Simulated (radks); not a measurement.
Initial-state core-level shifts of neutral selenium when its valence configuration changes from [Ar] 3d10 4s2 4p4. Method: scalar-relativistic Kohn-Sham, PBE, spin-polarised, spherical densities, finite nucleus; open shells are filled with parallel spins first; Fermi nuclear charge, rms radius 4.14 fm; computed with a radial shooting solver on a logarithmic mesh with Libxc functionals. Shifts are changes of the shell-averaged eigenvalues in eV (positive: less bound); the change of the density at the nucleus, which sets a Mossbauer isomer shift, is in e/bohr^3, on a base of 4.028e+04.

valence               1s       2p       3s       3p  density at nucleus
3d8 4s2 4p6      -28.935  -31.918  -24.504  -24.042             +33.094
3d10 4s1 4p5      -1.703   -1.652   -1.683   -1.675             -27.804
3d9.5 4s2 4p4.5   -6.955   -7.643   -6.050   -5.930              +7.821
3d10 4p6          -3.391   -3.286   -3.342   -3.325             -57.135
3d9 4s2 4p5      -14.095  -15.510  -12.151  -11.914             +15.950
3d9 4s1 4p6      -15.671  -17.049  -13.705  -13.459             -15.223
3d9.5 4s1 4p5.5   -8.592   -9.236   -7.665   -7.536             -21.654
